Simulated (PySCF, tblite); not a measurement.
Isomers of C5H11OSi (doublet state), one GFN2-xTB conformer each. Single-point energies are computed at B3LYP/pcH-1 (PySCF, gas phase, no added dispersion term), electronic only. GFN2-xTB treats the open shell by occupation alone, and not every SCF solution was tested for stability.

Question: Rank them by B3LYP/pcH-1 energy, lowest first (kcal/mol).
A. `[CH2:1]=[CH:2][O:3][SiH2:4][CH:5][CH2:6][CH3:7]` (doublet state) with C1–C2–O3–Si4 1°, C2–O3–Si4–C5 -179°, O3–Si4–C5–C6 2°, Si4–C5–C6–C7 121°
B. `[CH2:1]=[C:2]([CH2:3][CH3:4])[CH2:5][O:6][SiH2:7]` (doublet state) with C1–C2–C3–C4 103°, C1–C2–C5–O6 124°, C2–C5–O6–Si7 177°, C5–O6–Si7–H 65° and -63°

Answer: A (0.0), B (6.5).

As drawn, the lower has an Si–C bond, which the higher lacks. GFN2-xTB itself gives, in the same order: 8.8, 0.0. GFN2-xTB puts C=C(CC)CO[SiH2] lowest instead.

Q: What happens when harmonic zero-point energies from GFN2-xTB frequencies are added?

A: 
| SMILES | ZPE (kcal/mol) | electronic (kcal/mol) | with ZPE (kcal/mol) |
| --- | --- | --- | --- |
| C=CO[SiH2][CH]CC | 88.9 | 0.0 | 0.0 |
| C=C(CC)CO[SiH2] | 90.5 | 6.5 | 8.1 |

The zero-point energies span 1.6 kcal/mol. The order is unchanged.
